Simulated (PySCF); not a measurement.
First hyperpolarisability: `CC1(C)CCC[C@@H](O)C1`, C8H16O

Geometry:
| atom | x (Å) | y (Å) | z (Å) |
| --- | --- | --- | --- |
| C1 | -1.633 | 0.922 | 1.172 |
| C2 | -1.286 | 0.139 | -0.099 |
| C3 | -2.536 | 0.056 | -0.974 |
| C4 | -0.814 | -1.283 | 0.252 |
| C5 | 0.546 | -1.323 | 0.940 |
| C6 | 1.607 | -0.610 | 0.113 |
| C7 | 1.199 | 0.816 | -0.209 |
| O8 | 2.194 | 1.366 | -1.040 |
| C9 | -0.168 | 0.844 | -0.885 |
| H10 | -2.452 | 0.428 | 1.719 |
| H11 | -1.965 | 1.942 | 0.922 |
| H12 | -0.782 | 1.012 | 1.863 |
| H13 | -2.333 | -0.500 | -1.903 |
| H14 | -3.355 | -0.458 | -0.445 |
| H15 | -2.893 | 1.060 | -1.252 |
| H16 | -1.578 | -1.779 | 0.875 |
| H17 | -0.754 | -1.866 | -0.685 |
| H18 | 0.478 | -0.859 | 1.939 |
| H19 | 0.845 | -2.369 | 1.115 |
| H20 | 1.759 | -1.136 | -0.847 |
| H21 | 2.582 | -0.603 | 0.625 |
| H22 | 1.144 | 1.383 | 0.744 |
| H23 | 1.928 | 2.262 | -1.270 |
| H24 | -0.463 | 1.891 | -1.087 |
| H25 | -0.050 | 0.357 | -1.869 |

Level of theory: quadratic response CAM-B3LYP/def2-SVPD first hyperpolarisability, Taylor convention, gas phase in PySCF 2.14.0. Geometry: PBE0-D3(BJ)/def2-SVP.

(1) Give β for the processes computed.

(2) Which lowest excitations, dipole and polarisabilities go with it?

Results:

(1) In au, Taylor convention; the vector part is βᵢ = ⅓ Σⱼ (βᵢⱼⱼ + βⱼᵢⱼ + βⱼⱼᵢ); β∥ is 3/5 of the vector part along the dipole, the dipole points from − to +:
| process | λ (nm) | β vector norm | β∥ | β HRS | depolarisation ratio |
| --- | --- | --- | --- | --- | --- |
| static β(0;0,0) | ∞ | 97.4 | -47.2 | 41.2 | 4.65 |
| second harmonic β(−2ω;ω,ω) | 1907 | 100.5 | -48.5 | 42.5 | 4.66 |
| Pockels β(−ω;ω,0) | 1907 | 98.4 | -47.6 | – | – |
| second harmonic β(−2ω;ω,ω) | 1064 | 108.2 | -51.6 | 45.7 | 4.69 |
| Pockels β(−ω;ω,0) | 1064 | 100.8 | -48.6 | – | – |

(2) S1 6.95 eV (f = 0.008); S2 8.07 eV (f = 0.020); S3 8.20 eV (f = 0.029); dipole 1.67 D; isotropic α 97.5 au static, 97.7 au at 1907 nm, 98.2 au at 1064 nm, 98.3 au at 953.5 nm, 100.1 au at 532 nm.
